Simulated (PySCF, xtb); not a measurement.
silylphosphine anion (H₅PSi), SMILES [SiH3]P (connectivity only; charge and spin as stated), charge -1, multiplicity 2.

Harmonic wavenumbers (cm⁻¹) from GFN2-xTB in xtb 6.7.1 at its own minimum, in rising order: 118, 264, 324, 426, 660, 696, 747, 908, 935, 1158, 1532, 1999, 2007, 2222, 2347.

What does PBE-D3(BJ)/def2-SVPD (PySCF) give at its own minimum? (Estimate from the structure and the level; the computed values follow.)

105, 172, 304, 349, 539, 554, 813, 902, 917, 1039, 1641, 1967, 1981, 2273, 2290. Paired by order, the mean absolute difference is 63 cm⁻¹ and the zero-point energies are 23.4 and 22.7 kcal/mol.
